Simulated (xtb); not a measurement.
C6H17Si2 (SMILES [CH2][Si](C)(C)[Si](C)(C)C), doublet, from a rough starting geometry; GFN2-xTB run with xtb 6.7.1.

The xtb input:
```
$ xtb mol.xyz --gfn 2 --uhf 1 --opt vtight --json

# file mol.xyz
25

C      1.83640561    -1.11814319    -1.64472289
Si     1.31803490    -0.35253198    -0.06082401
C      2.17718948     1.35576889     0.08981039
C      1.71226931    -1.45337862     1.44592166
Si    -1.08073117     0.15406368    -0.06676157
C     -1.89390929    -0.77483356     1.31560072
C     -1.38572954     1.99584424     0.09763389
C     -1.83909637    -0.47875355    -1.67042004
H      2.04526600    -0.61514101    -2.52698024
H      1.77362103    -2.14437867    -1.83289776
H      3.28700519     1.26891548     0.14185968
H      1.85412735     1.82680408     1.01358079
H      1.97947490     2.12880723    -0.73885658
H      1.34664239    -0.96727978     2.33170453
H      2.73214363    -1.56497490     1.51207263
H      1.14022317    -2.31459368     1.29399835
H     -2.95741096    -0.56427957     1.38129641
H     -1.79126082    -1.82002142     1.33169562
H     -1.47138686    -0.46806522     2.33179489
H     -2.56915255     2.22686091     0.03980571
H     -1.01240742     2.45396276     1.03923538
H     -0.99719589     2.60583111    -0.66542547
H     -2.90847756    -0.36502781    -1.62957870
H     -1.60753890    -1.44267374    -1.91962921
H     -1.52459707     0.20561950    -2.55667493
```

It wrote (shortened):

```
   ID    Z sym.   atoms
    1    6 C      1, 3, 4, 6-8
    2   14 Si     2, 5
    3    1 H      9-25

           -------------------------------------------------
          |                Calculation Setup                |
           -------------------------------------------------

           -------------------------------------------------
          |                 G F N 2 - x T B                 |
           -------------------------------------------------

          ...................................................
          :                      SETUP                      :
          :.................................................:
          :  # basis functions                  61          :
          :  # atomic orbitals                  59          :
          :  # shells                           35          :
          :  # electrons                        49          :
          :  max. iterations                   250          :
          :  Hamiltonian                  GFN2-xTB          :
          :  restarted?                      false          :
          :  GBSA solvation                  false          :
          :  PC potential                    false          :
          :  electronic temp.          300.0000000     K    :
          :  accuracy                    1.0000000          :
          :  -> integral cutoff          0.2500000E+02      :
          :  -> integral neglect         0.1000000E-07      :
          :  -> SCF convergence          0.1000000E-05 Eh   :
          :  -> wf. convergence          0.1000000E-03 e    :
          :  Broyden damping             0.4000000          :
          :  net charge                          0          :
          :  unpaired electrons                  1          :
          ...................................................

 iter      E             dE          RMSdq      gap      omega  full diag
   1    -25.0361282 -0.250361E+02  0.367E+00    4.55       0.0  T
   2    -25.0753547 -0.392264E-01  0.356E+00    2.07       1.0  T
   3    -25.2152294 -0.139875E+00  0.172E+00    3.80       1.0  T
   4    -25.2101817  0.504776E-02  0.676E-01    4.14       1.0  T
   5    -25.2158543 -0.567264E-02  0.534E-01    3.85       1.0  T
   6    -25.2166221 -0.767830E-03  0.271E-01    3.91       1.0  T
   7    -25.2169688 -0.346627E-03  0.140E-01    3.97       1.0  T
   8    -25.2169413  0.274268E-04  0.870E-02    3.98       1.0  T
   9    -25.2169585 -0.171583E-04  0.614E-02    3.98       1.0  T
  10    -25.2169921 -0.336199E-04  0.174E-02    3.97       1.2  T
  11    -25.2169932 -0.103256E-05  0.856E-03    3.96       2.3  T
  12    -25.2169933 -0.125635E-06  0.534E-03    3.96       3.7  T
  13    -25.2169933 -0.334621E-07  0.317E-03    3.97       6.3  T
  14    -25.2169933 -0.265620E-07  0.858E-04    3.96      23.3  T
  15    -25.2169934 -0.579016E-08  0.244E-04    3.96      82.0  T

   *** convergence criteria satisfied after 15 iterations ***

         :::::::::::::::::::::::::::::::::::::::::::::::::::::
         ::                     SUMMARY                     ::
         :::::::::::::::::::::::::::::::::::::::::::::::::::::
         :: total energy             -24.815941097814 Eh    ::
         :: gradient norm              0.177372858575 Eh/a0 ::
         :: HOMO-LUMO gap              3.964602815850 eV    ::
         ::.................................................::
         :: SCC energy               -25.216709866549 Eh    ::
         :: -> isotropic ES            0.035159461364 Eh    ::
         :: -> anisotropic ES          0.007393035876 Eh    ::
         :: -> anisotropic XC          0.014631555703 Eh    ::
         :: -> dispersion             -0.018585989939 Eh    ::
         :: repulsion energy           0.400768768735 Eh    ::
         :: add. restraining           0.000000000000 Eh    ::
         :: total charge               0.000000000000 e     ::
         :::::::::::::::::::::::::::::::::::::::::::::::::::::

[...]
 * total energy  :   -24.8485249 Eh     change       -0.1038145E-04 Eh
 * total energy  :   -24.8485317 Eh     change       -0.6837663E-05 Eh
 * total energy  :   -24.8485381 Eh     change       -0.6409558E-05 Eh
 * total energy  :   -24.8485427 Eh     change       -0.4599169E-05 Eh
 * total energy  :   -24.8485446 Eh     change       -0.1886815E-05 Eh
 * total energy  :   -24.8485455 Eh     change       -0.8556655E-06 Eh
 * total energy  :   -24.8485458 Eh     change       -0.3677758E-06 Eh
 * total energy  :   -24.8485461 Eh     change       -0.2157896E-06 Eh
 * total energy  :   -24.8485462 Eh     change       -0.1699101E-06 Eh
 * total energy  :   -24.8485462 Eh     change        0.1135764E-07 Eh
 * total energy  :   -24.8485463 Eh     change       -0.1122573E-06 Eh
 * total energy  :   -24.8485464 Eh     change       -0.5347088E-07 Eh
   *** GEOMETRY OPTIMIZATION CONVERGED AFTER 20 ITERATIONS ***
         :: total energy             -24.848546382944 Eh    ::
[...]
    12   1 H        0.925     0.016     2.789     2.612
    13   1 H        0.925     0.011     2.881     2.654
    14   1 H        0.925     0.016     2.791     2.613
    15   1 H        0.925     0.023     2.687     2.564
    16   1 H        0.925     0.011     2.880     2.654
    17   1 H        0.925     0.034     2.534     2.489
    18   1 H        0.925     0.026     2.648     2.545
    19   1 H        0.925     0.028     2.622     2.532
    20   1 H        0.925     0.034     2.534     2.489
    21   1 H        0.925     0.027     2.622     2.532
    22   1 H        0.925     0.026     2.646     2.544
    23   1 H        0.925     0.033     2.538     2.491
    24   1 H        0.925     0.027     2.631     2.536
    25   1 H        0.925     0.027     2.631     2.537

 Mol. C6AA /au·bohr⁶  :       6104.977703
 Mol. C8AA /au·bohr⁸  :     183907.809798
 Mol. α(0) /au        :        127.650185

Wiberg/Mayer (AO) data.
largest (>0.10) Wiberg bond orders for each atom

 ---------------------------------------------------------------------------
     #   Z sym  total        # sym  WBO       # sym  WBO       # sym  WBO
 ---------------------------------------------------------------------------
     1   6 C    3.530 --     2 Si   1.268     9 H    0.983    10 H    0.983
                             5 Si   0.140
     2  14 Si   3.780 --     1 C    1.268     4 C    0.865     3 C    0.865
                             5 Si   0.663
     3   6 C    3.973 --    13 H    0.998    11 H    0.993    12 H    0.992
                             2 Si   0.865
     4   6 C    3.973 --    16 H    0.998    15 H    0.993    14 H    0.992
                             2 Si   0.865
     5  14 Si   3.590 --     8 C    0.892     6 C    0.890     7 C    0.890
                             2 Si   0.663     1 C    0.140
     6   6 C    3.977 --    18 H    0.991    19 H    0.990    17 H    0.984
                             5 Si   0.890
     7   6 C    3.977 --    22 H    0.991    21 H    0.990    20 H    0.984
                             5 Si   0.890
     8   6 C    3.977 --    25 H    0.991    24 H    0.991    23 H    0.986
                             5 Si   0.892
     9   1 H    0.999 --     1 C    0.983
    10   1 H    0.999 --     1 C    0.983
    11   1 H    0.999 --     3 C    0.993
    12   1 H    1.000 --     3 C    0.992
    13   1 H    1.000 --     3 C    0.998
    14   1 H    1.000 --     4 C    0.992
    15   1 H    0.999 --     4 C    0.993
    16   1 H    1.000 --     4 C    0.998
    17   1 H    0.997 --     6 C    0.984
    18   1 H    0.999 --     6 C    0.991
    19   1 H    0.999 --     6 C    0.990
    20   1 H    0.997 --     7 C    0.984
    21   1 H    0.999 --     7 C    0.990
    22   1 H    0.999 --     7 C    0.991
    23   1 H    0.998 --     8 C    0.986
    24   1 H    0.999 --     8 C    0.991
    25   1 H    0.999 --     8 C    0.991
 ---------------------------------------------------------------------------

Topologies differ in total number of bonds
Writing topology from bond orders to xtbtopo.mol

molecular dipole:
                 x           y           z       tot (Debye)
 q only:       -0.377       0.038      -0.064
   full:       -0.523       0.183       0.191       1.490
molecular quadrupole (traceless):
                xx          xy          yy          xz          yz          zz
 q only:       -0.903       0.072       0.217      -0.236       0.332       0.686
  q+dip:       -1.881       0.669       0.469       0.540       0.365       1.412
   full:       -1.866       1.141       0.999       1.171      -0.470       0.867

optimized geometry written to: xtbopt.xyz

           -------------------------------------------------
          | TOTAL ENERGY              -24.848546382944 Eh   |
          | GRADIENT NORM               0.000065310067 Eh/α |
          | HOMO-LUMO GAP               3.908659267481 eV   |
           -------------------------------------------------
```
